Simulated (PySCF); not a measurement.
**Working out the excitation energy of C²⁺**

C²⁺ [He] 2s2 (1S) → C²⁺ [He] 2s1 3s1 (3S). Computed with PySCF 2.14 in x2c-TZVPPall with one added diffuse shell each of s, p, d type (6s4p3d1f, 40 functions), with scalar relativity by spin-free X2C-1e. Frozen: 1s2. Energies in hartree (1 hartree = 27.21139 eV):

```json
{"part": "UHF", "C²⁺ (lower)": "-36.422570", "C²⁺ (upper)": "-35.401702"}
{"part": "CCSD correlation", "C²⁺ (lower)": "-0.072731", "C²⁺ (upper)": "-0.011127"}
{"part": "(T)", "C²⁺ (lower)": "0.000000", "C²⁺ (upper)": "0.000000"}
```

**Question.** What does Hartree-Fock give?

**Answer.** (-35.401702) − (-36.422570) = 1.020868 hartree = 27.779 eV.

**Question.** What do CCSD and CCSD(T) give?

**Answer.** The CCSD correlation energies differ by 0.061604 hartree = 1.676 eV and the triples by 0.000000 hartree = 0.000 eV, so CCSD gives 29.455 eV and CCSD(T) 29.455 eV.

The coupled-cluster amplitudes are large, so a single reference is strained.
